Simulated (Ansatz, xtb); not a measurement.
# Two isomers of C4H4O5

Structure I is `O=CO[C@@H]1OCC(=O)O1`, a singlet and structure II is `CC(=O)OC(=O)OC=O`, a singlet. Both are isolated molecules in the gas phase, relaxed with PBE-D3(BJ)/def2-SVP; the shapes shown needn't be the lowest conformers.

I (Å):

```yaml
atoms:
  - { symbol: C, position_ang: [1.1025, -0.9826, 2.3254] }
  - { symbol: C, position_ang: [-0.2901, -1.4624, 0.4349] }
  - { symbol: C, position_ang: [-0.7774, -0.3946, -1.4954] }
  - { symbol: C, position_ang: [-2.0139, -0.4148, -0.6019] }
  - { symbol: O, position_ang: [1.2048, -2.1387, 2.6532] }
  - { symbol: O, position_ang: [0.3941, -0.5051, 1.2610] }
  - { symbol: O, position_ang: [0.1174, -1.3121, -0.8829] }
  - { symbol: O, position_ang: [-3.0932, 0.0834, -0.7610] }
  - { symbol: O, position_ang: [-1.6648, -1.1617, 0.5091] }
  - { symbol: H, position_ang: [1.5760, -0.1110, 2.8427] }
  - { symbol: H, position_ang: [-0.0835, -2.4833, 0.8076] }
  - { symbol: H, position_ang: [-1.0211, -0.7301, -2.5227] }
  - { symbol: H, position_ang: [-0.3653, 0.6390, -1.5424] }
```

II (Å):

```xyz
13

C    -0.8227    1.5565    1.2269
C    -0.2460    0.1826    1.4064
C    -0.2678   -1.8692    0.1389
C    -0.0236   -3.3680   -1.7297
O     0.2338   -0.3019    2.3922
O    -0.3050   -0.5031    0.1646
O    -0.6610   -2.6289    0.9723
O     0.3284   -2.1973   -1.0679
O    -0.9961   -4.0334   -1.5236
H    -0.3577    2.0573    0.3554
H    -1.9074    1.4738    1.0111
H    -0.6653    2.1472    2.1454
H     0.7541   -3.5383   -2.5152
```

Quicker runs give these differences E(II) − E(I): GFN2-xTB +10.4 kJ/mol; HF/STO-3G +78.9 kJ/mol (at GFN2-xTB geometries); r2SCAN-D4/def2-SVP −32.6 kJ/mol (at GFN2-xTB geometries).

Question: Which of the two would you expect CCSD(T)/def2-SVP + ΔMP2/def2-TZVPP electronic energies to favour?

Answer: Structure II; the calculation gives E(II) − E(I) = −26.1 kJ/mol.

The same difference at several levels:

| level | geometry | E(II) − E(I) (kJ/mol) | departure from the last row (kJ/mol) | job, with rough time for the two |
| --- | --- | --- | --- | --- |
| GFN2-xTB | GFN2-xTB | +10.4 | +36.5 | optimisation, 0.22 s |
| HF/STO-3G | GFN2-xTB | +78.9 | +105.0 | single point, 0.48 s |
| r2SCAN-D4/def2-SVP | GFN2-xTB | −32.6 | −6.5 | single point, 4.2 s |
| PBE-D3(BJ)/def2-SVP | PBE-D3(BJ)/def2-SVP | −37.1 | −11.0 | optimisation, 57 s |
| HF/def2-SVP | PBE-D3(BJ)/def2-SVP | −39.0 | −12.9 | part of the CCSD(T) run |
| MP2/def2-SVP | PBE-D3(BJ)/def2-SVP | −57.9 | −31.8 | part of the CCSD(T) run |
| CCSD(T)/def2-SVP | PBE-D3(BJ)/def2-SVP | −49.8 | −23.7 | single point |
| CCSD(T)/def2-SVP + ΔMP2/def2-TZVPP | PBE-D3(BJ)/def2-SVP | −26.1 |  | single point, 2.1 min |

As drawn, II has 1 C=O in place of 2 C–O. Structure I has a 5-membered ring, II no ring.

GFN2-xTB, HF/STO-3G put the two in the other order. The largest departure from CCSD(T)/def2-SVP + ΔMP2/def2-TZVPP is that of HF/STO-3G, 105.0 kJ/mol. The last row adds to CCSD(T) the change of the MP2 difference between the two basis sets, here +23.7 kJ/mol, a large step that makes the value less sure.

With thermal terms from frequencies at re-optimised GFN2-xTB minima (ideal gas, soft modes damped towards free rotors, one conformer each, 298.15 K, 1 atm): on the last row, ΔE + ΔZPE = −33.3, ΔH = −28.4, ΔG = −40.3 kJ/mol.

The correlated steps freeze 9 core orbitals. Mirror images aren't counted in ΔG. Run with Ansatz 0.2.0, xtb 6.7.1; the last row on 4 threads of Arm Neoverse V1 on a shared host.
